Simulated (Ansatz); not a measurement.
Energy needed to pull apart SiH4Se (SMILES [SiH3][SeH]), singlet, into free ground-state atoms, from the structure below (displaced at random from a GFN2-xTB minimum); no zero-point or spin–orbit terms; open-shell atoms are treated unrestricted, in their ground-state multiplicity.

```
atom    x (Å)    y (Å)    z (Å)
 Si1  -0.2239  -0.2681  -0.3922
 Se2   1.0096  -0.1805   1.4043
  H3  -1.6161   0.3042  -0.1674
  H4  -0.2311  -1.6443  -0.8784
  H5   0.4598   0.5422  -1.5823
  H6   1.0517   1.2132   1.5631
```

Program: Ansatz 0.2.0. Basis: def2-TZVPP. Cores are frozen in the correlated methods. Filled d shells of the heavier atoms are correlated. The def2 sets are not built for correlating such inner shells, so the correlated values are less sure here.

```tsv
method	atomization energy (eV)
PBE-D4	?
revPBE-D4	16.10
BLYP-D4	16.30
r2SCAN-D4	16.57
PBE0-D4	16.31
wB97M-V	?
HF	12.20
MP2	16.00
CCSD	16.03
CCSD(T)	16.20
```

Problem. What does PBE-D4 give? (Judge from chemistry; the value comes from the calculation.)

Solution. By the calculation: 16.35 eV, which is about 0.15 eV more than CCSD(T)/def2-TZVPP.

Problem. What does wB97M-V give? (An estimate is asked for; the value comes from the calculation.)

Solution. By the calculation: 16.51 eV, which is about 0.31 eV more than CCSD(T)/def2-TZVPP.

In triple zeta the MP2 and coupled-cluster atomization energies are still short of their basis limit by a few kcal/mol a bond, whereas those of the functionals are nearly converged, so these differences are not deviations from converged CCSD(T).

No T1 diagnostic of these runs exceeds 0.010.

For scale, one of the runs: CCSD(T)/def2-TZVPP forces, 146 basis functions (an equivalent command: `ansatz run in.yaml --threads 4`). Hardware: 4 CPU threads, shared host. Wall time 83 s; peak host memory 1.5 GiB.
